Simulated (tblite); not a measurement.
C7H15P.
SMILES with atom numbers: `[CH3:1][P:2]1[CH2:3][C@H:4]1[C:5]([CH3:6])([CH3:7])[CH3:8]` (hydrogens: H9, H10, H11 on C1; H12, H13 on C3; H14 on C4; H15, H16, H17 on C6; H18, H19, H20 on C7; H21, H22, H23 on C8)

Calculated harmonic vibrations of the isolated species, GFN2-xTB (tblite), most abundant isotopes, no scaling. Errors from tens to a few hundred cm⁻¹ against measured bands are possible.

Harmonic wavenumbers (cm⁻¹): 51.8, 96.3, 138.9, 157.4, 191.9, 234.7, 239.3, 259.1, 295.3, 308.9, 366.6, 398.9, 446.0, 494.7, 676.6, 703.5, 728.2, 786.1, 801.8, 870.0, 896.1, 910.8, 958.9, 964.3, 964.7, 966.9, 999.2, 1023.5, 1038.8, 1071.0, 1154.3, 1207.6, 1238.3, 1285.3, 1322.0, 1327.2, 1402.8, 1403.9, 1416.4, 1425.9, 1444.8, 1464.6, 1484.6, 1491.7, 1495.4, 1504.9, 1508.3, 1512.9, 2973.3, 3001.0, 3004.5, 3010.6, 3013.9, 3022.3, 3025.6, 3026.4, 3028.8, 3030.4, 3034.9, 3036.4, 3039.9, 3040.9, 3075.4.

A = 2927, B = 1072, C = 1037 MHz; mass 130.091 u (most abundant isotopes); point group C1, symmetry number 1.

Problem. What is the zero-point energy?

Solution. Half the sum of the wavenumbers: 44248 cm⁻¹ = 529.32 kJ/mol.

Problem. What is S at 298.15 K and 1 bar for an ideal gas of classical rigid rotors and harmonic oscillators?

Solution. Translation 169.57, rotation 121.26, vibration 127.43: S = 418.3 J/(mol K).

Problem. And Cp and H(298.15 K) − H(0)?

Solution. Cp = 176.96 J/(mol K), of which vibrations give 143.70 (their classical limit is 63 R = 523.8); H(298.15 K) − H(0) = 30.98 kJ/mol without the zero-point energy, 21.06 from vibrations.

Problem. Blend soft modes into free rotors: weight 1/[1 + (100 cm⁻¹/ν̃)⁴] for the oscillator and the rest for a rotor with moment μB/(μ + B), μ = h/(8π²ν), B = 10⁻⁴⁴ kg m². What vibrational entropy results?

Solution. 120.94 J/(mol K) in place of 127.43, which changes −T·S at 298.15 K by +1.94 kJ/mol.

Problem. Which modes carry the vibrational entropy at 298.15 K?

Solution. 51.8 cm⁻¹: 19.86; 96.3 cm⁻¹: 14.76; 138.9 cm⁻¹: 11.79; 157.4 cm⁻¹: 10.80; 191.9 cm⁻¹: 9.24; 234.7 cm⁻¹: 7.71 J/(mol K); the other 57 give 53.26 together.

Problem. How do the functions run with temperature in this model?

Solution. 
```tsv
T (K)	S (J/(mol K))	Cp (J/(mol K))	H − H(0) (kJ/mol)	G − H(0) (kJ/mol)	ln q(vib)
50	241.0	51.5	1.99	-10.06	0.36
100	285.9	81.5	5.32	-23.27	1.38
373.15	462.0	213.7	45.64	-126.74	8.97
500	532.5	269.0	76.37	-189.86	12.62
750	657.8	349.0	154.32	-339.02	19.70
1000	766.1	403.1	248.74	-517.33	26.40
```

q(vib) and H(0) count from the zero-point level.

Hindered rotation and anharmonicity are outside this model. The structure is chiral; the term R ln 2 for an equal mix with its mirror image is left out.

Hardware: an Arm Neoverse V2 with one thread, shared host with 64 logical CPUs at a one-minute load of 20. Cost: 0.76 s of wall time. The figure is for the frequency step alone.
